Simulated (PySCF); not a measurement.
PySCF job for CHS2, SMILES S=C=[SH+], charge +1, SMD-ωB97X/6-31G*. Geometry: B3LYP-D3(BJ)/def2-TZVP. The isomer is the one that the SMILES or the coordinates give; other isomers of the formula were not compared.

```python
import numpy as np
from pyscf import gto, scf, dft
from pyscf.solvent import smd

mol = gto.M(
    atom='''
    S     0.00030744    1.60292968    0.00000000
    C     0.02238188    0.10174569    0.00000000
    S    -0.08737884   -1.53356715    0.00000000
    H     1.25885103   -1.72027462    0.00000000
    ''',
    basis='6-31G*',
    charge=1,
    spin=0,
    max_memory=1600,
    verbose=3,
)
mf = dft.RKS(mol, xc='wb97x').density_fit(auxbasis='def2-universal-jkfit')
mf.grids.level = 3
mf.conv_tol = 1e-9
mf.max_cycle = 100
mf.kernel()
res = {}
for name in ['water', '1-octanol', 'ethanol']:
    s = mf.SMD()
    s.with_solvent.solvent, s.with_solvent.sasa_ng = name, 302
    s.kernel(mf.make_rdm1())
    res[name] = (s.e_tot, s.with_solvent.get_cds(), s.dip_moment(), s.mo_energy, s.converged)
    print(f'SMD {name}: dG(solv) = {(s.e_tot - mf.e_tot) * 627.509474:.3f} kcal/mol, of which CDS {res[name][1] * 627.509474:.3f}')
```

Output:

```
converged SCF energy = -834.677338661416
converged SCF energy = -834.764889959053

WARN: System has nonzero charge 1; the dipole moment is origin-dependent.
Location of origin: [0. 0. 0.]

Dipole moment(X, Y, Z, Debye):  1.58612, -0.50158,  0.00000
SMD water: dG(solv) = -54.939 kcal/mol, of which CDS 2.084
converged SCF energy = -834.760219380698

WARN: System has nonzero charge 1; the dipole moment is origin-dependent.
Location of origin: [0. 0. 0.]

Dipole moment(X, Y, Z, Debye):  1.53210, -0.46057,  0.00000
SMD 1-octanol: dG(solv) = -52.008 kcal/mol, of which CDS -0.308
converged SCF energy = -834.766328120144

WARN: System has nonzero charge 1; the dipole moment is origin-dependent.
Location of origin: [0. 0. 0.]

Dipole moment(X, Y, Z, Debye):  1.56854, -0.48833,  0.00000
SMD ethanol: dG(solv) = -55.842 kcal/mol, of which CDS -0.476
```

Self-consistency was reached.

Cost: around 12 core-seconds (rough).
